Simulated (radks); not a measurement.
Values are calculated unless marked as measured or tabulated.
Species: Se+. Configuration: [Ar] 3d10 4s2 4p3.

Level of theory: scalar-relativistic Kohn-Sham, PBE, spin-unpolarised, spherical densities, point nucleus (a radial shooting solver on a logarithmic mesh with Libxc functionals).

Energy parts (eV):
| part | energy |
|---|---|
| total | -66111.831 |
| kinetic | 67463.376 |
| electron-nucleus | -159046.059 |
| Hartree | 27852.048 |
| exchange-correlation | -2381.195 |

Orbitals (lengths in bohr, moments of r in powers of bohr; r(max) is where P^2 peaks; r(90%) holds 90 % of the orbital's charge):
orbital  occ.  eigenvalue (eV)   r(max)  r(90%)      <r>
1s          2        -12515.78  0.02880  0.0788  0.04408
2s          2        -1617.751   0.1645   0.303   0.1959
2p          6        -1424.176   0.1317   0.279   0.1711
3s          2        -224.0162   0.5022   0.856   0.5740
3p          6        -163.4815   0.5004   0.902   0.5895
3d         10         -63.6094   0.4528    1.05   0.6299
4s          2         -26.8591    1.495    2.59    1.745
4p          3         -15.4068    1.751    3.22    2.120

The highest occupied level is 4p at -15.407 eV. The density falls to 0.001 e/bohr^3 at r = 3.91 bohr.
